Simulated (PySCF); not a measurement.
**How methods differ on the ionisation energy of Rh³³⁺**

Rh³³⁺ [Ne] 3s2 → Rh³⁴⁺ [Ne] 3s1 [3s1/2^1, M_J = 1/2], as a difference of total energies. Computed with PySCF 2.14 in an uncontracted even-tempered set (18 s from 5.9 bohr⁻², ratio 2.4; 13 p from 7.6 bohr⁻², ratio 2.4; 4 d from 26 bohr⁻², ratio 2.6; 4 f from 39 bohr⁻², ratio 2.6), with the two-component X2C-1e Hamiltonian. Correlated levels: 1s2 frozen; the 48 highest virtual spinors dropped. "Screened" scales the spin-orbit matrix elements by Boettger's factors to mimic the two-electron term; Breit and QED terms are absent.

```tsv
method	ionisation energy (eV)
GHF (screened spin-orbit)	2057.0
GMP2 (screened spin-orbit)	2060.2
```

Task: How much does correlation contribute at GMP2 (screened spin-orbit)?

Result: 2060.2 − (2057.0) = 3.2 eV, measured against GHF (screened spin-orbit).

Breit and QED terms and the two-electron picture change are absent.

For comparison: 2063 ± 3 eV (semi-empirical (NIST evaluation); NIST Atomic Spectra Database, ionization energies).
